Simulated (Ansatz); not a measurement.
Reaction (ligand exchange at the Si–C bond): `BC([SiH3])[SiH2]Cl` + `C1[SiH2][AsH]1` → `[SiH3][As]1C[SiH2]1` + `BC[SiH2]Cl`

Gas-phase electronic energies from Ansatz, PBE0-D4/def2-TZVP geometries. CBS: MP2 limit from def2 TZ/QZ plus the TZ coupled-cluster correction, frozen cores. For As outer-core shells are correlated without core-valence functions, which leaves a few kJ/mol of doubt a bond. Scalar relativity is left out up to krypton. One conformer a species, not always the lowest.

| species | MP2/CBS(def2) energy (Eh) |
| --- | --- |
| `BC([SiH3])[SiH2]Cl` | -1105.53542 |
| `C1[SiH2][AsH]1` | -2565.06480 |
| `[SiH3][As]1C[SiH2]1` | -2855.33905 |
| `BC[SiH2]Cl` | -815.27138 |

Question: Work out ΔE.

Answer: ΔE = (-2855.33905) + (-815.27138) − (-1105.53542) − (-2565.06480) = -0.01021 Eh = -0.28 eV. CCSD(T)/CBS gives -0.25 eV.

Largest T1 diagnostic among the species: 0.012.
